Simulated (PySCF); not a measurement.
## Working out the ionisation energy of F²⁺

F²⁺ [He] 2s2 2p3 (4S) → F³⁺ [He] 2s2 2p2 (3P). All numbers are calculated (PySCF 2.14, no relativity, point nucleus, in aug-cc-pwCVDZ). Frozen: nothing. Energies in hartree (1 hartree = 27.21139 eV):

| part | F²⁺ (lower) | F³⁺ (upper) |
| --- | --- | --- |
| UHF | -97.577141 | -95.292972 |
| CCSD correlation | -0.121599 | -0.116077 |
| (T) | -0.000621 | -0.000749 |

Problem. What does Hartree-Fock give?

Solution. (-95.292972) − (-97.577141) = 2.284169 hartree = 62.155 eV.

Problem. What do CCSD and CCSD(T) give?

Solution. The CCSD correlation energies differ by 0.005522 hartree = 0.150 eV and the triples by -0.000128 hartree = -0.003 eV, so CCSD gives 62.305 eV and CCSD(T) 62.302 eV.

A first-order spin-orbit estimate adds -0.049 eV to CCSD(T) (valence and next inner shell), giving 62.253 eV against 62.708 eV (semi-empirical (NIST evaluation); NIST Atomic Spectra Database, ionization energies).

A double-zeta basis recovers only part of the correlation energy.

What remains against the reference includes basis incompleteness and higher excitations.
